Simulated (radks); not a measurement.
Hf53+, configuration [Ar] 3d1 (the NIST ground configuration).

Method: non-relativistic Kohn-Sham, LDA (Slater exchange, Perdew-Wang correlation), spin-unpolarised, spherical densities, point nucleus; relativity is left out, which matters for an element this heavy; computed with a radial shooting solver on a logarithmic mesh with Libxc functionals.

Energy parts (eV):
total: -315833.44
kinetic: 315781.71
electron-nucleus: -666627.99
Hartree: 39212.81
exchange-correlation: -4199.97

Orbitals (lengths in bohr, moments of r in powers of bohr):
orbital  occ.  eigenvalue (eV)       <r^4>
1s          2        -63784.62   8.845e-07
2s          2        -13347.16   0.0001381
2p          6        -12964.96  0.00008666
3s          2        -5250.632    0.003720
3p          6        -5099.053    0.003183
3d          1        -4854.475    0.001934
4s          0        -2775.403     0.04106
4p          0        -2708.664     0.03882

The highest occupied level is 3d at -4854.5 eV. Summed over all electrons, <r^2> = 0.4711 bohr^2, which gives a Langevin (diamagnetic) susceptibility term of -0.373 x 10^-6 cm^3/mol. For comparison, the ionisation energy in NIST's Atomic Spectra Database is 4980 eV (theoretical). In exact Kohn-Sham theory the highest level is minus the ionisation energy, but local and semilocal functionals leave it too shallow, through self-interaction and a potential that decays too fast; potentials with the right tail come closer. The electron density at the nucleus is 2.665e+05 e/bohr^3. The density falls to 0.001 e/bohr^3 at r = 0.62 bohr. Virial ratio -V/T = 2.00016.

Beside tabulated values, note that spin-unpolarised runs miss the spin-polarisation part of the exchange energy of open shells.
